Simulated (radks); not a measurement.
The numbers below are computed, except where a source is named.
Species: Te6+. Configuration: [Kr] 4d10. Level of theory: scalar-relativistic Kohn-Sham, PBE, spin-polarised, spherical densities, finite nucleus; Fermi nuclear charge, rms radius 4.7423 fm (a radial shooting solver on a logarithmic mesh with Libxc functionals).

Normalised radial functions P(r) = r R(r), r in bohr:

| r | 4p | 4d |
|---|---|---|
| 0.001611 | 0.0027 | 0.0000 |
| 0.002081 | 0.0042 | 0.0000 |
| 0.002709 | 0.0067 | 0.0000 |
| 0.0035 | 0.0105 | 0.0001 |
| 0.004521 | 0.0164 | 0.0002 |
| 0.005839 | 0.0256 | 0.0004 |
| 0.007543 | 0.0396 | 0.0008 |
| 0.009744 | 0.0607 | 0.0016 |
| 0.01259 | 0.0916 | 0.0032 |
| 0.01626 | 0.1354 | 0.0064 |
| 0.02117 | 0.1969 | 0.0128 |
| 0.02735 | 0.2722 | 0.0246 |
| 0.03533 | 0.3570 | 0.0460 |
| 0.04563 | 0.4347 | 0.0830 |
| 0.05895 | 0.4741 | 0.1432 |
| 0.07614 | 0.4307 | 0.2335 |
| 0.09836 | 0.2612 | 0.3539 |
| 0.1271 | -0.0429 | 0.4875 |
| 0.1654 | -0.4234 | 0.5929 |
| 0.2137 | -0.6862 | 0.5914 |
| 0.2761 | -0.6392 | 0.4138 |
| 0.3566 | -0.1890 | 0.0367 |
| 0.4606 | 0.5118 | -0.4627 |
| 0.595 | 1.1047 | -0.9113 |
| 0.7686 | 1.2736 | -1.1250 |
| 0.9929 | 1.0057 | -1.0368 |
| 1.293 | 0.5536 | -0.7309 |
| 1.67 | 0.2153 | -0.3978 |
| 2.157 | 0.0547 | -0.1582 |
| 2.787 | 0.0081 | -0.0418 |

4p: eigenvalue -187.28 eV, 2 radial nodes at r = 0.123, 0.384 bohr, <r> = 0.816 bohr, 90 % of the charge inside 1.19 bohr. 4d: eigenvalue -113.74 eV, 1 radial node at r = 0.364 bohr, <r> = 0.945 bohr, 90 % of the charge inside 1.43 bohr.
